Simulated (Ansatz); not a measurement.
The same molecule with X = Cl, Br, I. Ansatz, PBE0-D4/def2-TZVP geometries, multiplicity 1. Each molecule was computed in one conformer, which needn't be the lowest.

Elements past krypton have def2 core potentials. Scalar relativity is left out up to krypton.

```
 X    molecule  mean X–C bond length / Å  HOMO–LUMO gap (PBE/def2-TZVPP) / eV  HOMO energy (B3LYP/def2-TZVPP) / eV  LUMO energy (ωB97M-V/def2-TZVPP) / eV
Br  `C=C(N)Br`                     1.897                                 4.37                                -6.24                                   2.15
 I   `C=C(N)I`                     2.098                                 3.57                                -6.19                                   1.17
```

Question: Give the row for X = Cl, `C=C(N)Cl`. (Estimate.)

Answer: The calculation gave: 
| X | molecule | mean X–C bond length / Å | HOMO–LUMO gap (PBE/def2-TZVPP) / eV | HOMO energy (B3LYP/def2-TZVPP) / eV | LUMO energy (ωB97M-V/def2-TZVPP) / eV |
| --- | --- | --- | --- | --- | --- |
| Cl | `C=C(N)Cl` | 1.734 | 4.82 | -6.21 | 2.35 |

From Cl to I the mean X–C bond length rises at each step, by 0.364 Å in all; the HOMO–LUMO gap (PBE/def2-TZVPP) falls at each step, by 1.25 eV in all; the HOMO energy (B3LYP/def2-TZVPP) hardly changes; the LUMO energy (ωB97M-V/def2-TZVPP) falls at each step, by 1.18 eV in all. Bonds lengthen as the atom grows down the group.

B3LYP here is the variant with VWN-RPA as its local correlation; programs differ in this.

Spin–orbit coupling is left out; it splits and shifts lone-pair levels of the heavy atoms by tenths of an eV.
